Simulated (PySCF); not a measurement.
## Electronic structure of W²⁺ (tungsten, charge +2) at the UHF level

Configuration: [Xe] 4f14 5d3 6p1, one real determinant (an excited configuration). Computed with PySCF 2.14 in aug-cc-pwCVDZ-PP with ECP60MDF (6s6p5d3f, 70 functions), with a scalar-relativistic core potential.

```
Total energy                                                  : -65.624325 hartree
One-electron energy                                           : -102.9588 hartree
Hartree (Coulomb) energy                                      : 43.7765 hartree
Exchange energy                                               : -6.4421 hartree
⟨S²⟩                                                          : 6.0038
⟨L²⟩                                                          : 14.048
Sum of ⟨r⟩                                                    : 18.71 bohr
Sum of ⟨r²⟩                                                   : 37.99 bohr²
Traceless quadrupole moment −½Σ⟨3z² − r²⟩ along its main axis : -5.21 e·bohr²
```

```tsv
shell	electrons	mean orbital energy (hartree)	spread (hartree)	rms radius, mean of both spins (bohr)
5s α	1	-4.24422	0	1.15
5s β	1	-4.10492	0	1.15
5p α	3	-2.76972	0.00158	1.33
5p β	3	-2.56636	0.01737	1.33
5d α	3	-1.10146	0.00743	1.93
6p α	1	-0.62809	0	3.68
```

⟨L²⟩ = 14.05 against 20 for a pure G term, so this real determinant mixes terms. Energies and moments cover only the electrons outside the core potential. Spin-orbit coupling, absent here, splits the open shell strongly.
